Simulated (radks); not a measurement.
Results of a calculation; reference values are marked as such.
Effect of the nuclear size on neutral bromine, [Ar] 3d10 4s2 4p5. Code: a radial shooting solver on a logarithmic mesh with Libxc functionals. Model: Dirac Kohn-Sham, PBE, spin-unpolarised, spherical densities, finite nucleus; open shells fill j = l - 1/2 first; Fermi nuclear charge, rms radius 4.1629 fm. The rms radius is varied about that value; shifts are against it.

| rms radius (fm) | total energy shift (eV) | density at nucleus (e/bohr^3) | 1s1/2 shift (meV) | 2s1/2 shift (meV) | 3s1/2 shift (meV) | 3p1/2 shift (meV) | 4s1/2 shift (meV) |
|---|---|---|---|---|---|---|---|
| 3.7175 | -0.110 | 4.475e+04 | -46.5 | -4.68 | -0.733 | 0.068 | -0.075 |
| 3.9256 | -0.0599 | 4.457e+04 | -25.4 | -2.55 | -0.400 | 0.037 | -0.041 |
| 4.1629 | 0 | 4.437e+04 | 0.000 | 0.000 | 0.000 | 0.000 | 0.000 |
| 4.3752 | 0.0563 | 4.42e+04 | 23.9 | 2.40 | 0.376 | -0.035 | 0.039 |
| 5.0413 | 0.250 | 4.373e+04 | 106 | 10.7 | 1.67 | -0.155 | 0.171 |

Slopes of the eigenvalues against <r^2> in GHz/fm^2, as finite differences over the two radii next to the reference (eigenvalue slopes, not the field-shift constants of lines): 1s1/2 3190, 2s1/2 321, 3s1/2 50.3, 3p1/2 -4.67, 4s1/2 5.16.
